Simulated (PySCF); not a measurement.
Job for PySCF: R-MP2/6-31G* on BrH2NSi (SMILES N[Si]Br), a point of a torsion scan.

```python
from pyscf import gto, scf, dft, mp
from pyscf.data.elements import chemcore

mol = gto.M(
    atom='''
    N    -0.80778484   -0.07726185   -0.15282939
    Si    0.68647528   -0.77561493   -0.65267538
    Br    1.96832559   -0.68750245    1.28085263
    H    -0.94486517    0.91840764   -0.24499792
    H    -1.21393777   -0.37654661    0.72703091
    ''',
    basis='6-31g*',
    cart=True,
    charge=0, spin=0, verbose=3, max_memory=1800)
mf = scf.RHF(mol)
mf.conv_tol = 1e-8
mf.max_cycle = 100
mf.kernel()
if not mf.converged:
    mf = mf.newton().run(mf.mo_coeff, mf.mo_occ)
pt = mp.MP2(mf, frozen=chemcore(mol)).run()
```

Output:

```
converged SCF energy = -2916.66174787949
E(RMP2) = -2917.15963976632  E_corr = -0.497891886837016
E(SCS-RMP2) = -2917.13458357969  E_corr = -0.472835700202477
```

Self-consistency was reached.

Cost: around 2.7 core-seconds (rough).
